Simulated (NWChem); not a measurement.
System: 2-butanone (C4H8O); SMILES C(CC)(=O)C

```xyz
13

C      0.0452     1.8660     0.4448
C     -0.0892     0.8276    -0.6813
C     -0.1745    -0.5865    -0.1084
C      1.1435    -1.3107     0.1105
O     -1.2479    -1.0903     0.1815
H      0.0849     2.8942     0.0339
H      0.9667     1.7085     1.0425
H     -0.8204     1.8057     1.1344
H     -1.0230     1.0092    -1.2502
H      0.7706     0.9112    -1.3794
H      1.8835    -0.6579     0.6180
H      1.5832    -1.5781    -0.8743
H      0.9788    -2.2324     0.6974
```
Atoms are numbered in this order, from 1.

Computed with NWChem. Pople sets run with spherical d functions. Geometry: optimised at PBE-D3(BJ)/def2-SVP. Not confirmed as a minimum by frequencies. Atomic charges in e: unrestrained fits to the electrostatic potential beside Mulliken populations; buried atoms are poorly determined by the fit.

For level B3LYP/def2-SVP:

* **Mulliken C1**: -0.02
* **Mulliken C2**: 0.02
* **Mulliken C3**: -0.03
* **Mulliken C4**: 0.03
* **Mulliken O5**: -0.21

How do the values read with level Hartree-Fock/6-31G* instead?

The Mulliken C1 comes out as -0.50. The Mulliken C2 comes out as -0.41 and the Mulliken C3 is 0.56. The Mulliken C4 is -0.59. The Mulliken O5 is -0.55.
